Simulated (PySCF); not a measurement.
PySCF input file for Ge(H)2(PH2)2 (GeH6P2), SMILES [PH2][GeH2][PH2], PBE-D3(BJ)/def2-SVP. Geometry optimised at PBE-D3(BJ)/def2-SVP. This is a generated structure with no PubChem entry under its InChIKey; it may be hypothetical. The values are those of a single conformer.

```python
import numpy as np
from pyscf import gto, scf, dft, df
from pyscf.hessian import thermo

mol = gto.M(
    atom='''
    Ge    0.00000000   -0.00000000    0.63447828
    P     2.01085319    0.00052212   -0.58357252
    P    -2.01085319   -0.00052212   -0.58357252
    H     0.00080350   -1.25834616    1.54710857
    H    -0.00080349    1.25834617    1.54710855
    H     1.55525538    1.03716314   -1.47630999
    H     1.55897590   -1.04414122   -1.46886319
    H    -1.55525538   -1.03716314   -1.47630998
    H    -1.55897589    1.04414121   -1.46886320
    ''',
    basis='def2-SVP',
    charge=0,
    spin=0,
    max_memory=1600,
    verbose=3,
)
mf = dft.RKS(mol, xc='pbe').density_fit(auxbasis='def2-universal-jkfit')
mf.disp = 'd3bj'
mf.grids.level = 3
mf.conv_tol = 1e-11
mf.max_cycle = 100
mf.kernel()

# analytic Hessian; the response equations are solved on a coarser grid
h, args, fine = mf.Hessian(), (mf.mo_energy, mf.mo_coeff, mf.mo_occ), mf.grids
h.max_memory = max(150, 2.5e-5 * df.make_auxmol(mol, mf.with_df.auxbasis).nao * mol.nelec[0] * (mol.nelec[0] + mol.nao))  # MB; small integral blocks
h1ao = h.make_h1(mf.mo_coeff, mf.mo_occ)
mf.grids = dft.Grids(mol).set(level=1).build(with_non0tab=True)
mo1, mo_e1 = h.solve_mo1(*args, h1ao)
mf.grids = fine
hess = h.hess_elec(*args, mo1, mo_e1, h1ao) + h.hess_nuc()
if mf.do_disp():
    hess += h.get_dispersion()
for i in range(mol.natm):  # the analytic DFT Hessian lacks the response of the grid: restore translational invariance
    hess[i, i] -= hess[i].sum(axis=0)
hess = (hess + hess.transpose(1, 0, 3, 2)) / 2
vib = thermo.harmonic_analysis(mol, hess, imaginary_freq=False)
thermo.dump_normal_mode(mol, vib)
th = thermo.thermo(mf, vib['freq_au'][vib['freq_au'] > 0], 298.15, 101325)
thermo.dump_thermo(mol, th)
g0 = mf.nuc_grad_method().set(verbose=0).kernel()

# dipole derivatives [dipole axis, atom, xyz] from the same response
r, irp = mol.intor('int1e_r'), mol.intor('int1e_irp').reshape(3, 3, mol.nao, mol.nao)
sl, dm0, ok = mol.aoslice_by_atom(), np.array(mf.make_rdm1()), []
dmu = np.einsum('a,xt->xat', mol.atom_charges(), np.eye(3))
for a, (_, _, p0, p1) in enumerate(sl):
    dmu[:, a] += 2 * np.einsum('xtij,ij->xt', irp[:, :, :, p0:p1], dm0.reshape(-1, mol.nao, mol.nao).sum(0)[:, p0:p1])
    for u, c, occ, f in [(mo1, mf.mo_coeff, mf.mo_occ, 4)]:
        dmu[:, a] -= f * np.einsum('tui,xuv,vi->xt', u[a], r, c[:, occ > 0], optimize=True)
L = vib['norm_mode']
ir = 974.8801 * (np.einsum('xat,kat->kx', dmu, L) ** 2).sum(1)       # km/mol
apt = np.einsum('xax->a', dmu) / 3
print('mode   freq/cm-1   IR/(km/mol)')
for k, w in enumerate(vib['freq_wavenumber']):
    print(f'{k + 1:4d} {w:11.2f} {ir[k]:13.3f}')
print('max |gradient| / (hartree/bohr):', abs(g0).max())
print('APT charges:', apt.round(4))
```

Log of the run:

```
converged SCF energy = -2762.20398737316

WARN: DFTD3 does not support analytical Hessian, using finite difference


WARN: Mole.unit (angstrom) is changed to Bohr

Mode                                 0                   1                   2
Irrep
Freq [cm^-1]                      107.1496            108.2429            132.6600
Reduced mass [au]                   7.2549              1.0146              1.2056
Force const [Dyne/A]                0.0491              0.0070              0.0125
Char temp [K]                     154.1645            155.7374            190.8682
Normal mode                   x     y     z       x     y     z       x     y     z
       0  Ge                -0.00 -0.00  0.06   -0.00 -0.00 -0.00   -0.00 -0.02 -0.00
       1   P                -0.08 -0.00 -0.07    0.00 -0.01  0.00   -0.00  0.05 -0.00
       2   P                 0.08  0.00 -0.07   -0.00  0.01  0.00   -0.00  0.05  0.00
       3   H                -0.00 -0.00  0.05   -0.04 -0.00 -0.00   -0.00 -0.04 -0.03
       4   H                 0.00  0.00  0.05    0.04  0.00 -0.00   -0.00 -0.04  0.03
       5   H                -0.16  0.00 -0.02    0.17  0.34  0.32   -0.20 -0.29 -0.28
       6   H                -0.16  0.00 -0.03   -0.17  0.34 -0.32    0.20 -0.29  0.29
       7   H                 0.16 -0.00 -0.02   -0.17 -0.34  0.32   -0.20 -0.29  0.28
       8   H                 0.16 -0.00 -0.03    0.17 -0.34 -0.32    0.20 -0.29 -0.29
Mode                                 3                   4                   5
Irrep
Freq [cm^-1]                      320.0644            323.8045            359.4663
Reduced mass [au]                   1.0832             18.4402             15.3268
Force const [Dyne/A]                0.0654              1.1392              1.1669
Char temp [K]                     460.5014            465.8826            517.1919
Normal mode                   x     y     z       x     y     z       x     y     z
       0  Ge                -0.00  0.03  0.00   -0.00 -0.00  0.05    0.07  0.00  0.00
       1   P                 0.00 -0.02 -0.00    0.09  0.00 -0.06   -0.08 -0.00  0.05
       2   P                 0.00 -0.02  0.00   -0.09 -0.00 -0.06   -0.08 -0.00 -0.05
       3   H                 0.00 -0.36 -0.52   -0.00 -0.01  0.04    0.05 -0.00 -0.00
       4   H                 0.00 -0.36  0.52    0.00  0.01  0.04    0.05 -0.00  0.00
       5   H                 0.14 -0.04 -0.09    0.06 -0.00 -0.05   -0.07  0.00  0.06
       6   H                -0.14 -0.04  0.09    0.06  0.00 -0.05   -0.07 -0.01  0.06
       7   H                 0.14 -0.04  0.09   -0.06  0.00 -0.05   -0.07  0.00 -0.06
       8   H                -0.14 -0.04 -0.09   -0.06 -0.00 -0.05   -0.07 -0.01 -0.06
Mode                                 6                   7                   8
Irrep
Freq [cm^-1]                      530.7338            555.4342            663.9105
Reduced mass [au]                   1.0081              1.0580              1.1250
Force const [Dyne/A]                0.1673              0.1923              0.2922
Char temp [K]                     763.6078            799.1462            955.2194
Normal mode                   x     y     z       x     y     z       x     y     z
       0  Ge                -0.00  0.00  0.00   -0.01  0.00 -0.00   -0.00 -0.00  0.02
       1   P                 0.00 -0.00 -0.00   -0.03 -0.00  0.01   -0.04 -0.00 -0.01
       2   P                -0.00  0.00 -0.00   -0.03 -0.00 -0.01    0.04  0.00 -0.01
       3   H                 0.53  0.00 -0.00    0.41  0.00 -0.00    0.00 -0.04 -0.05
       4   H                -0.53 -0.00 -0.00    0.41  0.00  0.00   -0.00  0.04 -0.05
       5   H                 0.29  0.01 -0.13    0.36  0.02 -0.16    0.43  0.04 -0.19
       6   H                -0.30  0.01  0.13    0.36 -0.02 -0.16    0.43 -0.04 -0.19
       7   H                -0.29 -0.01 -0.13    0.36  0.02  0.16   -0.43 -0.04 -0.19
       8   H                 0.30 -0.01  0.13    0.36 -0.02  0.16   -0.43  0.04 -0.19
Mode                                 9                  10                  11
Irrep
Freq [cm^-1]                      717.2657            740.2879            766.0493
Reduced mass [au]                   1.0663              1.0608              1.0331
Force const [Dyne/A]                0.3232              0.3425              0.3572
Char temp [K]                    1031.9856           1065.1095           1102.1744
Normal mode                   x     y     z       x     y     z       x     y     z
       0  Ge                 0.00  0.02  0.00    0.02 -0.00  0.00    0.00  0.00 -0.00
       1   P                -0.00 -0.02  0.00   -0.02  0.00 -0.01   -0.00 -0.02  0.00
       2   P                -0.00 -0.02 -0.00   -0.02  0.00  0.01    0.00  0.02  0.00
       3   H                -0.00 -0.11 -0.16   -0.56  0.00  0.00    0.45  0.00  0.00
       4   H                -0.00 -0.11  0.16   -0.56  0.00 -0.00   -0.45 -0.00  0.00
       5   H                -0.40 -0.00  0.22    0.26  0.03 -0.11   -0.32  0.00  0.19
       6   H                 0.41 -0.00 -0.23    0.26 -0.03 -0.11    0.32  0.00 -0.19
       7   H                -0.40 -0.00 -0.22    0.26  0.03  0.11    0.32 -0.00  0.19
       8   H                 0.41 -0.00  0.23    0.26 -0.03  0.11   -0.32 -0.00 -0.19
Mode                                12                  13                  14
Irrep
Freq [cm^-1]                      822.3669           1045.7137           1049.8076
Reduced mass [au]                   1.0195              1.0375              1.0373
Force const [Dyne/A]                0.4062              0.6684              0.6735
Char temp [K]                    1183.2029           1504.5492           1510.4393
Normal mode                   x     y     z       x     y     z       x     y     z
       0  Ge                -0.00  0.00 -0.01   -0.00 -0.00  0.00    0.00 -0.00  0.00
       1   P                -0.00  0.00 -0.00   -0.01 -0.00 -0.02    0.01  0.00  0.02
       2   P                 0.00 -0.00 -0.00   -0.01 -0.00  0.02   -0.01 -0.00  0.02
       3   H                -0.00  0.40  0.57    0.02  0.00  0.00    0.00 -0.02 -0.02
       4   H                 0.00 -0.40  0.57    0.02  0.00 -0.00   -0.00  0.02 -0.02
       5   H                 0.04 -0.01 -0.04    0.11  0.34  0.33   -0.11 -0.34 -0.33
       6   H                 0.04  0.01 -0.04    0.11 -0.34  0.34   -0.11  0.34 -0.34
       7   H                -0.04  0.01 -0.04    0.11  0.34 -0.33    0.11  0.34 -0.33
       8   H                -0.04 -0.01 -0.04    0.11 -0.34 -0.34    0.11 -0.34 -0.34
Mode                                15                  16                  17
Irrep
Freq [cm^-1]                     2059.6889           2073.4613           2309.1382
Reduced mass [au]                   1.0164              1.0246              1.0366
Force const [Dyne/A]                2.5404              2.5955              3.2565
Char temp [K]                    2963.4338           2983.2492           3322.3357
Normal mode                   x     y     z       x     y     z       x     y     z
       0  Ge                -0.00 -0.00  0.01    0.00 -0.02 -0.00   -0.00 -0.00 -0.00
       1   P                 0.00  0.00 -0.00   -0.00  0.00 -0.00   -0.01 -0.00 -0.02
       2   P                -0.00 -0.00 -0.00   -0.00  0.00  0.00   -0.01 -0.00  0.02
       3   H                -0.00  0.58 -0.40   -0.00  0.56 -0.42    0.00  0.00 -0.00
       4   H                 0.00 -0.58 -0.40   -0.00  0.56  0.42    0.00  0.00  0.00
       5   H                -0.00 -0.01  0.01    0.00 -0.01  0.01    0.15 -0.36  0.30
       6   H                -0.00  0.01  0.01   -0.00 -0.01 -0.01    0.15  0.36  0.30
       7   H                 0.00  0.01  0.01    0.00 -0.01 -0.01    0.15 -0.36 -0.30
       8   H                 0.00 -0.01  0.01   -0.00 -0.01  0.01    0.15  0.36 -0.30
Mode                                18                  19                  20
Irrep
Freq [cm^-1]                     2310.7650           2327.4100           2328.5863
Reduced mass [au]                   1.0363              1.0410              1.0407
Force const [Dyne/A]                3.2603              3.3224              3.3248
Char temp [K]                    3324.6763           3348.6247           3350.3172
Normal mode                   x     y     z       x     y     z       x     y     z
       0  Ge                -0.00  0.00  0.00    0.00 -0.00  0.00   -0.00  0.00 -0.00
       1   P                 0.01  0.00  0.02    0.00 -0.02  0.00   -0.00  0.02 -0.00
       2   P                -0.01 -0.00  0.02   -0.00  0.02  0.00   -0.00  0.02  0.00
       3   H                 0.00  0.01 -0.01    0.00  0.00 -0.00    0.00 -0.02  0.01
       4   H                -0.00 -0.01 -0.01   -0.00 -0.00 -0.00    0.00 -0.02 -0.01
       5   H                -0.15  0.36 -0.30   -0.16  0.35 -0.31    0.15 -0.35  0.31
       6   H                -0.15 -0.37 -0.30    0.15  0.35  0.30   -0.15 -0.35 -0.30
       7   H                 0.15 -0.36 -0.30    0.16 -0.35 -0.31    0.15 -0.35 -0.31
       8   H                 0.15  0.37 -0.30   -0.15 -0.35  0.30   -0.15 -0.35  0.30
temperature 298.1500 [K]
pressure 101325.00 [Pa]
Rotational constants [GHz] 7.10774 1.88700 1.56074
Symmetry number 2
Zero-point energy (ZPE) 0.04933 [Eh]   129507.761 [J/mol]
                           tot       elec      trans        rot        vib
Entropy [J/mol/K]       344.525      0.000    170.432    107.756     66.337
Cv [J/mol/K]             97.731      0.000     12.472     12.472     72.787
Cp [J/mol/K]            106.045      0.000     20.786     12.472     72.787
Internal energy [J/mol]                      3718.434   3718.434 140522.878
Internal energy [Eh]   -2762.14763  -2762.20399
Enthalpy [J/mol]                             6197.391   3718.434 140522.878
Enthalpy [Eh]          -2762.14669
Gibbs free energy [J/mol]                  -44616.926 -28408.871 120744.488
Gibbs free energy [Eh] -2762.18581
mode   freq/cm-1   IR/(km/mol)
   1      107.15         2.815
   2      108.24         0.000
   3      132.66         9.932
   4      320.06        12.754
   5      323.80         1.494
   6      359.47        11.375
   7      530.73         0.000
   8      555.43        51.708
   9      663.91         2.677
  10      717.27         0.480
  11      740.29        65.524
  12      766.05         0.000
  13      822.37        52.651
  14     1045.71         0.365
  15     1049.81        27.481
  16     2059.69        92.255
  17     2073.46        92.646
  18     2309.14         2.620
  19     2310.76        59.992
  20     2327.41         0.005
  21     2328.59        91.799
max |gradient| / (hartree/bohr): 0.000113976061686863
APT charges: [ 0.8445 -0.0255 -0.0255 -0.2382 -0.2382 -0.0792 -0.0793 -0.0792 -0.0793]
```

Self-consistency was reached.
